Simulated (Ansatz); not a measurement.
`C/C=[C](\[AlH2])Br` and `C/C=C(\O)Br` differ in one atom or group.

Ansatz, PBE0-D4/def2-TZVP geometries, multiplicity 1. Each molecule was computed in one conformer, which needn't be the lowest.

Scalar relativity is left out up to krypton.

```tsv
property	`C/C=[C](\[AlH2])Br`
HOMO–LUMO gap (B3LYP/def2-TZVPP) / eV	4.73
HOMO energy (PBE0/def2-TZVPP) / eV	-7.08
LUMO energy (B3LYP/def2-TZVPP) / eV	-2.12
size of the dipole moment (B3LYP/def2-TZVPP) / D	2.29
LUMO energy (PBE0/def2-TZVPP) / eV	-1.92
HOMO energy (B3LYP/def2-TZVPP) / eV	-6.85
```

Task: What does the change do to each property? (An estimate is asked.)

Result: The calculation gave: 
```csv
property,`C/C=C(\O)Br`,shift
HOMO–LUMO gap (B3LYP/def2-TZVPP) / eV,6.07,1.34
HOMO energy (PBE0/def2-TZVPP) / eV,-6.61,0.47
LUMO energy (B3LYP/def2-TZVPP) / eV,-0.33,1.79
size of the dipole moment (B3LYP/def2-TZVPP) / D,0.62,-1.67
LUMO energy (PBE0/def2-TZVPP) / eV,-0.04,1.88
HOMO energy (B3LYP/def2-TZVPP) / eV,-6.40,0.45
```

With PBE0 the HOMO rises by 0.47 eV and the LUMO rises by 1.88 eV, so the gap widens by about 1.41 eV. PBE moves the HOMO by 0.55 eV and ωB97M-V by 0.42 eV. Dipoles are sizes alone; their direction can turn.

B3LYP here is the variant with VWN-RPA as its local correlation; programs differ in this.

Spin–orbit coupling is left out; it splits and shifts lone-pair levels of the heavy atoms by tenths of an eV.
